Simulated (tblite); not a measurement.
Compound: C₈H₁₃OP.
Atom-mapped SMILES: `[CH3:1]/[CH:2]=[CH:3]/[P:4]1[CH2:5][CH:6]=[C:7]([O:8][CH3:9])[CH2:10]1` (hydrogens: H11, H12, H13 on C1; H14 on C2; H15 on C3; H16, H17 on C5; H18 on C6; H19, H20, H21 on C9; H22, H23 on C10)

Structure used (GFN2-xTB), in Å, numbered top down from 1:
```
atom  x, y, z in Å
C1     3.527    1.582    0.047
C2     2.838    0.366    0.567
C3     1.542    0.121    0.436
P4     0.757   -1.386    1.095
C5    -0.044   -1.931   -0.510
C6    -1.227   -1.035   -0.715
C7    -1.623   -0.352    0.353
O8    -2.656    0.526    0.479
C9    -3.431    0.766   -0.669
C10   -0.841   -0.571    1.619
H11    4.329    1.299   -0.635
H12    3.978    2.136    0.870
H13    2.831    2.234   -0.477
H14    3.468   -0.347    1.084
H15    0.893    0.823   -0.077
H16    0.678   -1.870   -1.328
H17   -0.353   -2.978   -0.420
H18   -1.702   -1.008   -1.682
H19   -4.180    1.501   -0.381
H20   -3.928   -0.148   -1.012
H21   -2.819    1.166   -1.484
H22   -0.652    0.364    2.150
H23   -1.393   -1.232    2.294
```

Computed with GFN2-xTB (tblite): harmonic, unscaled wavenumbers at the GFN2-xTB geometry, gas phase. Errors from tens to a few hundred cm⁻¹ against measured bands are possible. One conformer, not necessarily the lowest.

Harmonic wavenumbers (cm⁻¹): 38.6, 45.4, 112.7, 122.5, 169.8, 174.0, 195.5, 227.1, 257.0, 265.9, 313.6, 389.9, 400.4, 466.0, 504.0, 608.5, 690.7, 704.9, 734.8, 743.1, 770.9, 812.1, 860.8, 886.2, 982.6, 989.1, 1032.7, 1036.6, 1039.8, 1077.5, 1096.4, 1101.9, 1125.0, 1154.8, 1166.5, 1201.7, 1207.0, 1222.7, 1273.4, 1277.6, 1397.6, 1401.0, 1430.0, 1444.2, 1466.6, 1474.5, 1480.7, 1485.9, 1686.9, 1720.9, 2906.4, 2926.9, 2933.5, 2944.5, 2950.5, 2970.8, 2996.2, 2996.8, 3011.0, 3026.7, 3033.2, 3052.3, 3102.6.

A = 1860, B = 632.0, C = 559.7 MHz; mass 156.070 u (most abundant isotopes); point group C1, symmetry number 1.

**Question.** What is the zero-point energy?

**Answer.** ½Σν̃ = 41160 cm⁻¹ = 492.38 kJ/mol.

**Question.** What is S at 298.15 K and 1 bar for an ideal gas of classical rigid rotors and harmonic oscillators?

**Answer.** Translation 171.84, rotation 127.90, vibration 154.59: S = 454.3 J/(mol K).

**Question.** And Cp and H(298.15 K) − H(0)?

**Answer.** Cp = 190.55 J/(mol K), of which vibrations give 157.29 (their classical limit is 63 R = 523.8); H(298.15 K) − H(0) = 33.94 kJ/mol without the zero-point energy, 24.02 from vibrations.

**Question.** What must be added to the electronic energy to get the Gibbs energy at 298.15 K and 1 bar?

**Answer.** ZPE + [H(298.15 K) − H(0)] − T·S = 492.38 + 33.94 − 135.46 = 390.86 kJ/mol.

**Question.** How do the functions run with temperature in this model?

**Answer.** 
| T (K) | S (J/(mol K)) | Cp (J/(mol K)) | H − H(0) (kJ/mol) | G − H(0) (kJ/mol) | ln q(vib) |
| --- | --- | --- | --- | --- | --- |
| 100 | 310.1 | 91.4 | 6.04 | -24.96 | 2.34 |
| 200 | 389.0 | 140.8 | 17.71 | -60.08 | 5.68 |
| 300 | 455.5 | 191.5 | 34.29 | -102.36 | 8.96 |
| 500 | 576.3 | 285.2 | 82.40 | -205.77 | 15.38 |
| 800 | 732.1 | 376.7 | 182.92 | -402.80 | 24.56 |
| 1000 | 820.7 | 416.6 | 262.46 | -558.26 | 30.25 |

q(vib) and H(0) count from the zero-point level.

**Question.** Which modes carry the vibrational entropy at 298.15 K?

**Answer.** 38.6 cm⁻¹: 22.30; 45.4 cm⁻¹: 20.95; 112.7 cm⁻¹: 13.48; 122.5 cm⁻¹: 12.81; 169.8 cm⁻¹: 10.20; 174.0 cm⁻¹: 10.01 J/(mol K); the other 57 give 64.85 together.

Hindered rotation and anharmonicity are outside this model. Other conformers, if any are populated, would add a mixing term that is left out. The structure is chiral; the term R ln 2 for an equal mix with its mirror image is left out.
